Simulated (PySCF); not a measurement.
**2-methoxyfuran, C₅H₆O₂**

Molfile (atoms numbered from 1):
```
C5H6O2
     RDKit          3D

 13 13  0  0  0  0  0  0  0  0999 V2000
   -2.0230    0.4469    0.2680 C   0  0  0  0  0  0  0  0  0  0  0  0
   -1.1233   -0.6289    0.4119 O   0  0  0  0  0  0  0  0  0  0  0  0
    0.1681   -0.3446    0.5208 C   0  0  0  0  0  0  0  0  0  0  0  0
    1.2481   -1.1688    0.6659 C   0  0  0  0  0  0  0  0  0  0  0  0
    2.3783   -0.2899    0.7294 C   0  0  0  0  0  0  0  0  0  0  0  0
    1.8988    0.9770    0.6192 C   0  0  0  0  0  0  0  0  0  0  0  0
    0.5387    0.9445    0.4906 O   0  0  0  0  0  0  0  0  0  0  0  0
   -1.9836    1.1251    1.1357 H   0  0  0  0  0  0  0  0  0  0  0  0
   -1.8119    1.0308   -0.6425 H   0  0  0  0  0  0  0  0  0  0  0  0
   -3.0230    0.0032    0.1949 H   0  0  0  0  0  0  0  0  0  0  0  0
    1.2270   -2.2531    0.7188 H   0  0  0  0  0  0  0  0  0  0  0  0
    3.4225   -0.5740    0.8438 H   0  0  0  0  0  0  0  0  0  0  0  0
    2.3528    1.9629    0.6123 H   0  0  0  0  0  0  0  0  0  0  0  0
  1  2  1  0
  2  3  1  0
  3  4  2  0
  4  5  1  0
  5  6  2  0
  6  7  1  0
  7  3  1  0
  1  8  1  0
  1  9  1  0
  1 10  1  0
  4 11  1  0
  5 12  1  0
  6 13  1  0
M  END
```

Method: quadratic response CAM-B3LYP/def2-TZVPD first hyperpolarisability, Taylor convention, gas phase in PySCF 2.14.0. Geometry: PBE0-D3(BJ)/def2-SVP.

Q: Give the tensor of the static β(0;0,0) in the axes of these coordinates.

A: In au, Taylor convention; rows are the first index (the induced dipole):
|  | xx | yy | zz | xy | xz | yz |
| --- | --- | --- | --- | --- | --- | --- |
| x | -111.4 | -60.3 | -43.6 | -54.0 | +0.6 | -2.6 |
| y | -54.0 | -29.5 | -19.3 | -60.3 | -2.6 | -6.3 |
| z | +0.6 | -6.3 | -9.4 | -2.6 | -43.6 | -19.3 |

Norm of βᵢ = ⅓ Σⱼ (βᵢⱼⱼ + βⱼᵢⱼ + βⱼⱼᵢ): 239.1 au, hyper-Rayleigh value 90.4 au.
